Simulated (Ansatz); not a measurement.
Ligand exchange: NaBr + Sn(CH3)3(OH) → NaOH + Sn(CH3)3Br

Gas-phase species: NaBr, singlet; Sn(CH3)3(OH), singlet; NaOH `[OH][Na]`, singlet; Sn(CH3)3Br (trimethyltin bromide), singlet. The partners trade Br for OH: Na–Br and Sn–OH bonds give way to Na–OH and Sn–Br.

Shapes, held fixed at every level: PBE0-D4/def2-TZVP. Flexible molecules stand in one conformer, not always the lowest. Programs: Ansatz 0.2.0. The zero-point and thermal change to 298 K, harmonic and unscaled (PBE0-D4/def2-TZVP), is -1.5 kJ/mol.

| level | kind | ΔH(298 K) (kJ/mol) |
| --- | --- | --- |
| HF/def2-TZVPP | Hartree–Fock | +99.4 |
| SPW92/def2-TZVPP | LDA | +71.3 |
| B3LYP-D4/def2-TZVPP | global hybrid | +73.8 |
| BHLYP-D4/def2-TZVPP | global hybrid | +79.9 |
| B2PLYP/def2-TZVPP | double hybrid | +77.4 |
| CCSD/def2-SVP | coupled cluster or CI | +84.9 |
| MP2/def2-TZVPP | perturbation theory | +71.3 |

MP2/def2-TZVPP gives ΔH(298 K) = +71.3 kJ/mol; the levels span +71.3 to +99.4. The median of the levels is +77.4. No measured value is set beside it here. For atoms past krypton def2 sets carry core potentials with scalar relativity. Relativity is left out for Br. Outer-core shells of Br, Na, Sn are correlated, in sets that cover them unevenly. Sets without diffuse functions underbind ionic bonds of s-block metals.
